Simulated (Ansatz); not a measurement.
Consider the atomization: `[SiH3][SiH](Br)Br` → 2 Br• + 4 H• + 2 Si•.

Gas-phase electronic energies from Ansatz, PBE0-D4/def2-TZVP geometries. CCSD(T)/CBS is the MP2 limit (def2-TZVPP, def2-QZVPP) plus CCSD(T) − MP2 in def2-TZVPP, frozen cores. This one scheme is used for every species, atoms too. No spin–orbit coupling; open shells (•) take unrestricted orbitals. Spin–orbit coupling would lower the free atoms: a little for Si; clearly for Br. For Br outer-core shells are correlated without core-valence functions, so the limit isn't a true one: a few kJ/mol of doubt a bond, and 10 to 20 or more in all where bonds break to atoms. Scalar relativity is left out up to krypton.

```
            species  MP2/def2-SVP energy (Eh)
`[SiH3][SiH](Br)Br`               -5724.96062
                Br•               -2572.28884
                 H•                  -0.49928
                Si•                -288.79662
```

(1) Work out ΔE.

Largest T1 diagnostic among the species: 0.012.

Answers

(1) ΔE = 4 × (-0.49928) + 2 × (-2572.28884) + 2 × (-288.79662) − (-5724.96062) = 0.79258 Eh = +2080.9 kJ/mol. CCSD(T)/CBS gives +2275.3 kJ/mol.

From BLYP to BHLYP (50 % exact exchange), in def2-TZVPP and without D4, ΔE moves by +26.7 kJ/mol. In def2-TZVPP, CCSD(T) changes the Hartree–Fock value by +491.4 kJ/mol (the triples alone add +30.1 kJ/mol) and MP2 by +506.0 kJ/mol; breaking electron pairs costs correlation energy, which Hartree–Fock lacks.

For atomizations the MP2-based limit and the directly extrapolated one differ by several kJ/mol either way, and by 10 to 25 for some Ge, Se and Sn compounds, so smaller differences from it don't rank the levels.
